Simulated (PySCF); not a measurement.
# Relaxation of triplet ZrFCl

Level of theory: PySCF, UPBE0, basis Zr def2-TZVP with ECP28, F def2-TZVP, Cl def2-TZVP (scalar-relativistic core potentials, no spin–orbit coupling, density fitting). A (50,194) grid was used.

A hand-made bent start, of Cs symmetry, held to at least that symmetry:

```xyz
3
charge 0 multiplicity 3, angstrom
Zr   -0.2679    0.0000   -0.5178
F    -2.0537    0.0000    0.7326
Cl    1.8046    0.0000    0.9333
```

Optimiser trace:
```csv
step,E − E(last) (kJ/mol),largest gradient (Eh/bohr)
0,103.21,0.07639
1,24.46,0.04125
2,17.92,0.05551
3,2.99,0.00867
4,1.36,0.00483
5,0.05,0.00139
6,0.00,0.00039
7,0.00,0.00003
```

It ends at Cs with Zr–Cl 2.353 Å, Zr–F 1.902 Å; Cl–Zr–F 135.2° (after a last refinement on a finer grid). A frequency run shows a minimum. Other isomers or separated fragments may lie lower.

Final geometry:
```xyz
3
charge 0 multiplicity 3, angstrom
Zr   -0.2901    0.0000   -0.3255
F    -2.0651    0.0000    0.3591
Cl    1.8645    0.0000    0.6210
```

Open d and f shells are described by one determinant, and the ground state may have another occupation or spin.

The relaxation took 17 s on 4 threads of a shared Arm Neoverse V1 host, with 108 basis functions and 8 gradients; the process peaked at 0.6 GiB. Launch command: `OMP_NUM_THREADS=4 python axn.py task.json out`.
